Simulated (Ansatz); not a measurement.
A structure relaxed at PBE0-D4/def2-TZVP, charge 0, multiplicity 1:

Cartesian coordinates in Å:
```
O 0.9169 -1.9052 0.7537
Ga 0.0826 -0.4949 0.0010
Si 0.5386 1.6624 1.0250
Ga -1.3200 -1.1956 -1.9084
H 1.4758 -1.6782 1.5000
H 1.1383 2.5972 0.0305
H -0.7238 2.2867 1.5145
H 1.4761 1.5588 2.1798
H -0.7535 -1.2305 -3.3784
H -2.8309 -1.6007 -1.7176
```

Task: Give its formula and SMILES.

Result: Ga2H6OSi, `[OH][Ga]([SiH3])[GaH2]`.

Task: Point group (tolerance 0.08 Å, 0.16 Å for H)?

Result: Cs.

Task: Summarise the bond lengths by kind.

Result: 1 × Ga–O 1.803 Å; 1 × H–O 0.960 Å; 1 × Ga–Si 2.431 Å; 1 × Ga–Ga 2.471 Å; 3 × H–Si 1.491 Å; 2 × Ga–H 1.576 Å.

Program: Ansatz 0.2.0.
